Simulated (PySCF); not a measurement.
Two-component Hartree-Fock for O²⁺ (oxygen, charge +2)

Start: [He] 2s2 2p2; 2p1/2 filled at m_j = -1/2, +1/2. Calculated with PySCF 2.14 in x2c-SVPall-2c (3s2p1d, 14 functions): generalised Hartree-Fock with the X2C-1e Hamiltonian and a Gaussian nucleus; one run each with spin-orbit coupling (SO) switched off, then screened by Boettger's factors.

```tsv
spinor shell	electrons	ε, spin-free (eV)	ε, screened SO (eV)	weight of nominal j (screened SO)	rms radius, screened SO (bohr)
1s1/2	2	-606.30	-606.29	1.000	0.230
2s1/2	2	-66.874	-66.872	1.000	1.14
2p1/2	2	-55.798	-55.804	0.504	1.10
```

| quantity | spin-free | screened SO |
| --- | --- | --- |
| E (hartree) | -73.04966 | -73.05021 |
| M_J | 0 | 0 |
| ⟨J²⟩ | 2.005 | 1.987 |
| ⟨L²⟩ | 2.002 | 2.002 |
| ⟨S²⟩ | 2.003 | 2.003 |

The determinant has a definite M_J but mixes levels of different J.

Each row is a mean over spinors that exchange with the open shell spreads, by up to 10.308 eV (2s1/2).

Rows whose weight is well below 1 are mixtures of j = l ± 1/2: exchange outweighs spin-orbit coupling there, and the label is only the starting occupation.

Without spin-orbit coupling the j labels of p, d and f shells carry no meaning; the spin-free column gives the mean over the occupied spinors of each nl shell.
